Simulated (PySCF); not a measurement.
Worked example: chemical shift, span and skew from a shielding tensor

C₂H₈OSi, SMILES [SiH](C)(C)O. Atoms are numbered in the order given.

```xyz
12

Si     0.3662    -0.0749     0.0000
C     -0.2058     0.8426     1.5399
C     -0.2058     0.8426    -1.5399
O     -0.1777    -1.6628     0.0000
H      1.8496    -0.1968     0.0000
H     -1.3043     0.9431     1.5641
H      0.1070     0.3150     2.4552
H      0.2208     1.8592     1.5707
H      0.1070     0.3150    -2.4552
H     -1.3043     0.9431    -1.5641
H      0.2208     1.8592    -1.5707
H     -1.1320    -1.7983     0.0000
```

Geometry: B3LYP-D3(BJ)/def2-SVP. One conformer was computed; it need not be the lowest.

GIAO shieldings from PBE0/pcSseg-1 (PySCF), non-relativistic, no solvent. The symmetric part of the tensor of Si1 has the principal values 301.7, 344.0, 385.5 ppm. The same nucleus in TMS has σ = 352.7 ppm at this level (PySCF, at its B3LYP-D3(BJ)/def2-TZVP geometry).

Work out the isotropic shielding, the ²⁹Si shift against TMS, the span and the skew.


σ(iso) = (σ11 + σ22 + σ33)/3 = 343.7 ppm. δ = σ(ref) − σ(iso) = 352.7 − (343.7) = 9.0 ppm.
Span Ω = σ33 − σ11 = 83.8 ppm. Skew κ = 3(σ(iso) − σ22)/Ω = -0.01. Tumbling in solution averages the tensor to δ; in a static solid the shielding alone would spread this spin-1/2 line over Ω.
